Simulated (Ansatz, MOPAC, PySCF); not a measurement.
Complex: CH3F (SMILES CF) (first 5 atoms) with C2H3N (SMILES CC#N); geometry from B3LYP-D3(BJ)/def2-TZVP, rigid monomers moved along the line of their centres of mass till F2···H9 is 3.33 Å.
(charge 0, multiplicity 1):
```xyz
11

C      0.3729     0.5925    -0.1777
F      1.1632    -0.2915     0.5656
H     -0.1778     1.2259     0.5152
H      1.0306     1.1901    -0.8090
H     -0.3111     0.0062    -0.7914
C      0.8947    -0.1914     4.7544
C     -0.0167     0.8689     4.3577
N     -0.7357     1.7044     4.0311
H      1.2425    -0.7158     3.8650
H      1.7526     0.2292     5.2797
H      0.3875    -0.8950     5.4149
```

Interaction energies are E(AB) − E(A) − E(B) at the monomers' geometry in the complex; basis-set methods are counterpoise corrected. Rows marked so take none.

Correlated levels freeze the cores. Rows in 6-31G* carry no dispersion term and start afresh at each structure (6-31G* with six Cartesian d functions). The state that PM3 reach isn't checked.

Run with Ansatz (a program for electronic structure); MOPAC for PM3 (differences of heats of formation); PySCF for 6-31G* rows. Values without a source in brackets are computed.

Problem. What is the computed interaction energy (PM3)?

Solution. -30 meV

Problem. What is the computed interaction energy (BP86/6-31G* (no counterpoise))?

Solution. -61 meV

Problem. Predict the interaction energy from CCSD(T)/aug-cc-pVDZ.

Solution. -82 meV
